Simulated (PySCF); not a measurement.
# NMR problem set

Computed data (PySCF 2.14.0 with density-fitted response routines): shieldings: GIAO PBE0/pcSseg-1, structure optimised with GFN2-xTB. No solvent, non-relativistic, fast rotation and ring inversion assumed for equivalent nuclei, one computed conformer.

Shifts are taken against calculated references (same method and geometry level): TMS for 1H (31.72 ppm) and 13C (186.93 ppm). Splittings of carbon signals by F and P are missing where no couplings were computed. Where no couplings were computed, multiplicities follow the n + 1 count of equivalent neighbours, and m marks all less simple cases (inequivalent or close neighbours, rings, F or P nearby). Shifts are as computed. Against solution values, carbons near 30 ppm lie about +3 ppm off and those near 130 ppm about +5 ppm. Of 1211 compounds with measured shifts, 218 miss one by over three times the rms of a fit or turn the order of signals round; such compounds aren't used in these exercises.

**Question.** C6H9FO2. 1H NMR (500 MHz, computed): δ 10.60 (m, 1H), 4.17 (m, 2H), 4.01 (m, 2H), 1.93 (m, 2H), 1.71 (m, 2H). 13C{1H} NMR (computed): δ 216.5 (CH), 96.4 (C), 65.9 (CH2), 37.4 (CH2). Identify the compound.

**Answer.** `O=CC1(F)CCOCC1`. Rings plus π bonds: 2 (1 ring in the answer). 4 carbon signals for 6 carbons: some carbons are equivalent by symmetry or fast rotation. Carbon types of the structure: 1 × C, 1 × CH, 4 × CH2, which accounts for all hydrogens. δC 216.5: aldehyde carbonyl carbon; low-lying n→π* states of the double bond to the heteroatom give a large paramagnetic term (-278 ppm). δC 96.4: fully substituted sp3 carbon bonded to F, α to a carbonyl; pulled downfield by the heteroatom. δC 65.9: sp3 CH2 bonded to O; pulled downfield by the heteroatom. δH 10.60: hydrogen on an aldehyde carbonyl carbon; the C=O anisotropy and electron withdrawal place aldehyde protons far downfield.

The data come from this structure; uniqueness wasn't tested.

**Question.** C7H11N3. 1H NMR (600 MHz, computed): δ 7.40 (s, 1H), 6.22 (m, 1H), 5.75 (m, 1H), 5.55 (m, 1H), 5.05 (d, 2H), 2.90 (q, 2H), 1.24 (t, 3H). 13C{1H} NMR (computed): δ 156.6, 145.3, 126.4, 124.5, 56.1, 24.2, 20.8. Identify the compound.

**Answer.** `C=CCn1cc(CC)nn1`. The formula gives 4 degrees of unsaturation (1 ring in the answer). 7 carbon signals for 7 carbons: no two carbons are equivalent. Carbon types of the structure: 1 × C, 2 × CH, 3 × CH2, 1 × CH3, which accounts for all hydrogens. δC 156.6: substituted aromatic carbon next to a ring nitrogen. δC 145.3: alkene CH; an sp2 carbon of a C=C bond. δC 126.4: aromatic CH next to a ring nitrogen. δC 124.5: terminal =CH2 carbon; the olefinic region.

The shifts were computed for this structure.

**Question.** C4H11FOSi2. 1H NMR (300 MHz, computed): δ 5.75 (m, 1H), 4.73 (m, 1H), 4.72 (m, 1H), 3.44 (s, 3H), 3.15 (m, 1H), 2.47 (m, 1H), 1.31 (d, 3H). 13C{1H} NMR (computed): δ 80.8, 59.9, 45.8, 20.9. What is it?

**Answer.** `InChI=1S/C4H11FOSi2/c1-3-4(6-2)7-8(3)5/h3-4,8H,7H2,1-2H3/t3-,4+,8-/m0/s1`. Rings plus π bonds: 1 (1 ring in the answer). 4 carbon signals for 4 carbons: no two carbons are equivalent. Carbon types of the structure: 2 × CH, 2 × CH3, leaving 3 H on heteroatoms. δC 80.8: sp3 CH bonded to O and Si; the inductive effect lowers its shielding. δC 59.9: methyl carbon bonded to O; the inductive effect lowers its shielding. δC 20.9: methyl carbon; a saturated carbon with 1 carbon neighbour and no heteroatom attached. δH 3.15: hydrogen on an sp3 CH bonded to O and Si; its carbon carries O, which withdraws density.

The data come from this structure; uniqueness wasn't tested.
